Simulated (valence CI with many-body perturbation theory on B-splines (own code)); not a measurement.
## Os54+: E2, M1 decay

Level of theory: relativistic CI+MBPT: four valence electrons over a frozen Dirac-Fock core [Ar], radial functions for each j: 9 s, 9 p, 10 d, 8 f, 5 g, 3 h, 1 i, with the one-electron correlation potential Σ1 (screened to all orders), the two-electron term Σ2, the three-electron term Σ3, Breit, model QED; selected single and double excitations, second order for the rest (own B-spline code, finite nucleus).

The last digits are not significant, and no measured levels were compared; by estimate large intervals hold to a few tenths of a per cent, small ones and those within an open d or f shell to about a per cent. The list stops below the first excitations out of the core. Only levels of the ground parity were solved; by the run's estimate the other parity begins above the list, which can be wrong where configurations are misplaced.

Lines 1 to 50 of 56 in falling wavelength, among levels below 249.55 eV, chosen from the decays that carry over 1 % of a level's rate. Wavelengths and rates use the calculated energies. Electric multipoles are in the length gauge, E1 and E2 with the static RPA response of the core. Weak lines are less certain than strong ones. Lines between different terms over intervals too small for the method are left out, as are lines whose strength nearly cancels. The highest levels of a list are the least certain. Branching is blank where the lifetime is uncertain.

Levels are named by their leading jj configuration (3d3/2^4 stands for four electrons in 3d with j = 3/2), which in mixed levels can hold well under half, so a name can repeat and another be missing. Letters in brackets count levels of one name in rising energy.

| λ vac (nm) | Upper | Lower | Type | A (s⁻¹) | Branch % |
| --- | --- | --- | --- | --- | --- |
| 435.2 | (3d3/2^2 3d5/2^2) J=6 | (3d3/2^2 3d5/2^2) J=5 | M1 | 8.37e+01 |  |
| 362.3 | (3d3/2^3 3d5/2) J=3 | (3d3/2^3 3d5/2) J=2 | M1 | 2.34e+02 |  |
| 176.6 | (3d3/2^3 3d5/2) J=3 | (3d3/2^3 3d5/2) J=4 | M1 | 1.43e+03 |  |
| 78.58 | (3d3/2^3 3d5/2) J=2 | (3d3/2^3 3d5/2) J=1 | M1 | 2.78e+04 | 96.0 |
| 65.50 | (3d3/2^2 3d5/2^2) J=2 [d] | (3d3/2^2 3d5/2^2) J=2 [c] | M1 | 2.85e+04 | 7.8 |
| 63.69 | (3d3/2^2 3d5/2^2) J=2 [b] | (3d3/2^2 3d5/2^2) J=2 [a] | M1 | 1.84e+04 | 1.2 |
| 38.65 | (3d3/2^2 3d5/2^2) J=2 [d] | (3d3/2^2 3d5/2^2) J=2 [b] | M1 | 1.70e+04 | 4.7 |
| 35.76 | (3d3/2^2 3d5/2^2) J=2 [d] | (3d3/2^2 3d5/2^2) J=3 [b] | M1 | 4.52e+03 | 1.2 |
| 34.78 | (3d3/2^2 3d5/2^2) J=4 [c] | (3d3/2^2 3d5/2^2) J=4 [a] | M1 | 4.07e+04 | 2.4 |
| 33.01 | (3d3/2^2 3d5/2^2) J=2 [d] | (3d3/2^2 3d5/2^2) J=1 | M1 | 7.26e+03 | 2.0 |
| 26.46 | (3d3/2^2 3d5/2^2) J=2 [d] | (3d3/2^2 3d5/2^2) J=3 [a] | M1 | 2.96e+04 | 8.1 |
| 25.48 | (3d3/2 3d5/2^3) J=3 | (3d3/2^2 3d5/2^2) J=4 [c] | M1 | 1.28e+05 | 1.1 |
| 22.70 | (3d3/2^2 3d5/2^2) J=0 [b] | (3d3/2^2 3d5/2^2) J=1 | M1 | 5.32e+05 | 28.0 |
| 19.46 | (3d3/2^2 3d5/2^2) J=2 [a] | (3d3/2^3 3d5/2) J=3 | M1 | 1.14e+05 | 1.3 |
| 18.72 | (3d3/2^2 3d5/2^2) J=4 [a] | (3d3/2^3 3d5/2) J=3 | M1 | 5.38e+05 | 10.5 |
| 18.47 | (3d3/2^2 3d5/2^2) J=2 [a] | (3d3/2^3 3d5/2) J=2 | M1 | 1.47e+06 | 17.1 |
| 18.41 | (3d3/2 3d5/2^3) J=3 | (3d3/2^2 3d5/2^2) J=2 [b] | M1 | 1.63e+05 | 1.4 |
| 18.13 | (3d3/2^2 3d5/2^2) J=3 [a] | (3d3/2^3 3d5/2) J=3 | M1 | 2.92e+06 | 58.3 |
| 17.85 | (3d3/2 3d5/2^3) J=3 | (3d3/2^2 3d5/2^2) J=4 [b] | M1 | 4.67e+05 | 4.0 |
| 17.26 | (3d3/2^2 3d5/2^2) J=3 [a] | (3d3/2^3 3d5/2) J=2 | M1 | 2.07e+06 | 41.3 |
| 17.05 | (3d3/2 3d5/2^3) J=1 | (3d3/2^2 3d5/2^2) J=2 [b] | M1 | 5.13e+05 | 3.5 |
| 16.92 | (3d3/2^2 3d5/2^2) J=4 [a] | (3d3/2^3 3d5/2) J=4 | M1 | 4.59e+06 | 89.5 |
| 16.83 | (3d3/2^3 3d5/2) J=1 | (3d3/2^4) J=0 | M1 | 5.04e+06 | 100.0 |
| 16.41 | (3d3/2 3d5/2^3) J=5 | (3d3/2^2 3d5/2^2) J=4 [b] | M1 | 2.10e+06 | 35.9 |
| 16.08 | (3d3/2 3d5/2^3) J=4 | (3d3/2^2 3d5/2^2) J=5 | M1 | 5.13e+05 | 4.8 |
| 15.85 | (3d3/2 3d5/2^3) J=1 | (3d3/2^2 3d5/2^2) J=1 | M1 | 2.74e+06 | 18.8 |
| 15.70 | (3d3/2^2 3d5/2^2) J=5 | (3d3/2^3 3d5/2) J=4 | M1 | 2.47e+06 | 100.0 |
| 15.38 | (3d3/2^2 3d5/2^2) J=3 [b] | (3d3/2^3 3d5/2) J=3 | M1 | 6.88e+05 | 20.4 |
| 15.37 | (3d3/2 3d5/2^3) J=4 | (3d3/2^2 3d5/2^2) J=3 [a] | M1 | 2.40e+06 | 22.7 |
| 15.29 | (3d3/2^2 3d5/2^2) J=4 [b] | (3d3/2^3 3d5/2) J=3 | M1 | 9.29e+05 | 97.4 |
| 15.28 | (3d3/2^2 3d5/2^2) J=1 | (3d3/2^3 3d5/2) J=2 | M1 | 4.84e+06 | 99.1 |
| 15.15 | (3d3/2 3d5/2^3) J=5 | (3d3/2^2 3d5/2^2) J=6 | M1 | 1.18e+06 | 20.0 |
| 15.15 | (3d3/2^2 3d5/2^2) J=6 | (3d3/2^3 3d5/2) J=4 | E2 | 1.97e+02 |  |
| 15.10 | (3d3/2 3d5/2^3) J=3 | (3d3/2^2 3d5/2^2) J=3 [a] | M1 | 4.17e+06 | 35.3 |
| 15.01 | (3d3/2^2 3d5/2^2) J=0 [a] | (3d3/2^3 3d5/2) J=1 | M1 | 1.20e+07 | 100.0 |
| 14.97 | (3d3/2 3d5/2^3) J=4 | (3d3/2^2 3d5/2^2) J=4 [a] | M1 | 7.51e+06 | 70.8 |
| 14.95 | (3d3/2^2 3d5/2^2) J=2 [a] | (3d3/2^3 3d5/2) J=1 | M1 | 7.05e+06 | 81.6 |
| 14.90 | (3d3/2^2 3d5/2^2) J=2 [b] | (3d3/2^3 3d5/2) J=3 | M1 | 2.79e+04 | 1.9 |
| 14.76 | (3d3/2^2 3d5/2^2) J=3 [b] | (3d3/2^3 3d5/2) J=2 | M1 | 9.46e+04 | 2.8 |
| 14.64 | (3d3/2 3d5/2^3) J=5 | (3d3/2^2 3d5/2^2) J=5 | M1 | 1.59e+06 | 27.0 |
| 14.32 | (3d3/2^2 3d5/2^2) J=2 [b] | (3d3/2^3 3d5/2) J=2 | M1 | 1.21e+06 | 80.9 |
| 14.28 | (3d3/2 3d5/2^3) J=3 | (3d3/2^2 3d5/2^2) J=2 [a] | M1 | 6.68e+06 | 56.6 |
| 14.15 | (3d3/2^2 3d5/2^2) J=3 [b] | (3d3/2^3 3d5/2) J=4 | M1 | 2.57e+06 | 76.5 |
| 14.07 | (3d3/2^2 3d5/2^2) J=4 [b] | (3d3/2^3 3d5/2) J=4 | M1 | 1.54e+04 | 1.6 |
| 13.86 | (3d3/2^3 3d5/2) J=2 | (3d3/2^4) J=0 | E2 | 1.17e+03 | 4.0 |
| 13.71 | (3d3/2 3d5/2^3) J=5 | (3d3/2^2 3d5/2^2) J=4 [a] | M1 | 9.94e+05 | 16.9 |
| 13.45 | (3d3/2 3d5/2^3) J=1 | (3d3/2^2 3d5/2^2) J=2 [a] | M1 | 5.89e+06 | 40.4 |
| 13.40 | (3d3/2 3d5/2^3) J=1 | (3d3/2^2 3d5/2^2) J=0 [a] | M1 | 5.28e+06 | 36.3 |
| 12.87 | (3d3/2^2 3d5/2^2) J=2 [c] | (3d3/2^3 3d5/2) J=3 | M1 | 4.55e+06 | 75.5 |
| 12.43 | (3d3/2^2 3d5/2^2) J=2 [c] | (3d3/2^3 3d5/2) J=2 | M1 | 1.43e+06 | 23.8 |
